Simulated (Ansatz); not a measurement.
Reaction (ligand exchange at a B–C bond): `BC1OC1=C` + `O[SiH2]S[SiH3]` → `BO[SiH2]S[SiH3]` + `C=C1CO1`

Computed with Ansatz on PBE0-D4/def2-TZVP structures; ΔE is electronic, products minus reactants. CCSD(T)/CBS adds triple-zeta CCSD(T) − MP2 to the extrapolated MP2 energy (def2 sets, frozen cores). DFT in def2-TZVPP. B3LYP here is the variant with VWN-RPA as its local correlation; programs differ in this. Each species was taken in one conformer, which may not be the lowest.

```json
{"level": "B3LYP-D4", "ΔE (kcal/mol)": "-28.6"}
{"level": "r2SCAN", "ΔE (kcal/mol)": "-26.9"}
{"level": "MP2/def2-QZVPP", "ΔE (kcal/mol)": "-27.9"}
{"level": "HF/CBS(def2)", "ΔE (kcal/mol)": "-31.1"}
```

Problem. What does CCSD(T)/CBS give? (Estimate.)

Solution. Computed: -28.2 kcal/mol. The listed levels differ from it by -0.4, 1.3, 0.3, -2.9 kcal/mol.

Largest T1 diagnostic among the species: 0.014.

In def2-TZVPP, CCSD(T) changes the Hartree–Fock value by +2.3 kcal/mol (the triples alone add +0.4 kcal/mol) and MP2 by +2.8 kcal/mol. From PBE to PBE0 (25 % exact exchange), in def2-TZVPP and without D4, ΔE moves by −1.0 kcal/mol.
